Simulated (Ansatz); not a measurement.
(1) Predict a relaxed structure of Ag2O (the lowest singlet isomer of a short search), charge 0, singlet, at PBE0-D4/def2-TZVP (Ansatz).

Answers

(1) 
```xyz
3

Ag    1.2113   -0.9834    0.1737
Ag   -1.3818    0.5132    0.5402
O     0.1705    0.4703   -0.7139
```
Point group C2v (tolerance 0.1 Å). This is one stationary point.

In the def2 sets Ag takes a core potential; there is no spin–orbit coupling. The relaxation made no stability test and no search for a lower SCF solution. The structure comes from a short search, and lower isomers may exist.
